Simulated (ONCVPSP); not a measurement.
## Configuration tests for lead (ONCV)

* Element: Pb (Z = 82)
* Generator: ONCVPSP 4.0.1
* Type: optimised norm-conserving Vanderbilt (ONCV)
* Functional: PBE
* Relativity: scalar-relativistic
* Frozen core: [Kr] 4d10 4f14
* Valence charge: 22
* Reference configuration: 5s2 5p6 5d10 6s2 6p2
* Partial waves: 5s+6s: rc 1.60 bohr, ncon 4, nbas 8, qcut 7.9 1/bohr, 2 projectors; 5p+6p: rc 1.75 bohr, ncon 3, nbas 6, qcut 6.4 1/bohr, 2 projectors; 5d: rc 1.15 bohr, ncon 4, nbas 9, qcut 8.8 1/bohr, 1 projector; f scattering state at 0.38 Ha: rc 1.55 bohr, ncon 4, nbas 8, qcut 6.7 1/bohr, 2 projectors, debl 0.7 Ha
* Local potential: polynomial inside 1.05 bohr (lpopt 5, dvloc0 0 Ha)
* Core correction: polynomial model core, fcfact 0.35

Energies are relative to the spin-unpolarised reference configuration 5s2 5p6 5d10 6s2 6p2; without spin polarisation the order of configurations can differ from experiment. Not all tests gave a result: 1 of 4 tests not solved or not reliable.

```tsv
valence configuration	charge	ΔE all-electron (eV)	error AE − PS (meV)
5s2 5p6 5d10 6s2 6p1	+1	6.576	-2.7
5s2 5p6 5d10 6s2 6p0	+2	20.021	-9.3
5s2 5p6 5d10 6s1 6p0	+3	52.431	-29
```

Note: no bound ghost flagged; GHOST(+) flagged for s at 105.6 eV.
